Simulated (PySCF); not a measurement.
**Ge (germanium, neutral) across methods**

[Ar] 3d10 4s2 4p2, high-spin 3P determinant. All numbers are calculated (PySCF 2.14, scalar relativity through the core potential, in aug-cc-pVTZ-PP with one added diffuse shell each of s, d, f type with ECP10MDF (7s5p5d3f, 68 functions)).

| method | E (hartree) | mean ε 4s α (eV) | mean ε 4s β (eV) | mean ε 4p α (eV) | Σ⟨r²⟩ (bohr²) | ⟨S²⟩ |
| --- | --- | --- | --- | --- | --- | --- |
| wB97X-V | -294.4882 | -16.260 | -14.176 | -7.363 | 40.33 | 2.003 |
| r2SCAN | -294.4138 | -12.656 | -10.920 | -4.676 | 39.99 | 2.005 |
| PBE0 | -294.4913 | -13.639 | -11.683 | -5.365 | 40.34 | 2.003 |
| r2SCANh | -294.4102 | -13.204 | -11.283 | -5.040 | 39.97 | 2.005 |
| PBE | -294.5274 | -12.125 | -10.758 | -4.360 | 40.69 | 2.002 |
| MN15 | -294.9073 | -14.024 | -12.360 | -5.688 | 41.19 | 2.003 |
| LDA | -294.0576 | -12.363 | -11.147 | -4.382 | 40.54 | 2.001 |
| UHF | -293.35285 | -17.484 | -13.409 | -7.887 | 40.70 | 2.011 |

(1) Estimate the same row for BHandHLYP.

Energies and moments cover only the electrons outside the core potential.

Answers

(1) E (hartree) = -294.3826; mean ε 4s α (eV) = -14.989; mean ε 4s β (eV) = -12.715; mean ε 4p α (eV) = -6.105; Σ⟨r²⟩ (bohr²) = 40.32; ⟨S²⟩ = 2.004.
